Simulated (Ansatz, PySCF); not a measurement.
Species: sum formula SOF$_{2}$, net charge 0, singlet state. 
Coordinates optimised at B3LYP-D3(BJ)/def2-TZVP (Ansatz, a first-principles code):
SMILES: O=S(F)F
```xyz
4

O      1.3619    -0.1486    -0.3569
S      0.1670    -0.0077     0.4048
F     -0.6344     1.2320    -0.2285
F     -0.8731    -1.0862    -0.1739
```

Dipole moments at this geometry, in debye (magnitudes).

| level | program | dipole (D) |
|---|---|---|
| M06-L/def2-TZVPD | PySCF | 1.49 |
| BHLYP/def2-TZVPD | Ansatz | 1.86 |
| r2SCANh/def2-TZVPD | Ansatz | 1.58 |
| r2SCAN0/def2-TZVPD | Ansatz | 1.67 |
| wB97X-V/def2-TZVPD | Ansatz | … |
| CCSD(T)/aug-cc-pV(D+d)Z | Ansatz | … |

Problem. Fill in the missing entries.

Solution. 
- wB97X-V/def2-TZVPD, dipole (D): 1.69
- CCSD(T)/aug-cc-pV(D+d)Z, dipole (D): 1.70
